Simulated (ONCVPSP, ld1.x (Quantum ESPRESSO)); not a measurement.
Potentials for As compared

Generated with ld1.x 7.5 (TM, RRKJ, ultrasoft, PAW), atompaw 4.2 or ONCVPSP 4.0.1. The cutoff is in Ry: for ld1.x and atompaw files where the sum of valence levels is converged to 10 mRy in a Bessel basis, for ONCV files where the hardest occupied wave has 1 mHa per electron of residual kinetic energy. The error is the largest all-electron minus pseudo excitation energy over each file’s own four to seven test configurations (ionisations up to +4, promotions, holes and added fractions of an electron), all of which were solved. The labels leave out finer settings (local radius, basis sizes, second energies), which also bear on the numbers. Spin-polarised tests are not counted. The rows are a selection from randomly drawn settings: files with unsolved tests, undetermined cutoffs or missed reference levels are left out.

A true bound ghost makes a file unfit for plane-wave use even where its test errors are small: the radial tests pick states by their node count and pass the ghost by.

```csv
potential,cutoff (Ry),largest error (meV),bound ghosts
"ONCV, PBE, scalar-relativistic, rc 1.45/1.55/0.70 (spd), local smoothed, core correction no, reference 3d10 4s1.75 4p3.25, qcut 4.5/4.6/19.1, projectors 2/1/2",319,-5.7,"s, p"
"ONCV, PBE, scalar-relativistic, rc 0.90/1.25/0.80 (spd), local smoothed, core correction yes, reference 3s2 3p6 3d10 4s2 4p2.75, qcut 12.2/13.2/16, projectors 3/2/3",256,+39,none
"RRKJ, PBEsol, fully relativistic, rc 1.90/2.35/2.10 (spd), local s, core correction no, reference 4s2 4p3",25,-20,p1/2
"ONCV, LDA (Perdew-Wang 92), scalar-relativistic, rc 1.50/2.05/0.95 (spd), local smoothed, core correction yes, reference 3d10 4s1.75 4p3.25, qcut 4/3.6/15.7, projectors 3/2/2",211,-50,s
```

Problem. Fill in the row for As: TM, PW91, scalar-relativistic, rc 1.20/1.60/1.55 (spd), local p, core correction no, reference 4s2 4p3.

Solution. cutoff 80 Ry, largest error +106 meV, bound ghosts: s, d.

Problem. Fill in the row for As: ONCV, PBE, scalar-relativistic, rc 1.65/2.15/2.30 (spd), local smoothed, core correction yes, reference 4s1.5 4p3.5, qcut 4.2/3.9/4.5, projectors 2/2/2.

Solution. cutoff 24 Ry, largest error -468 meV, bound ghosts: none.
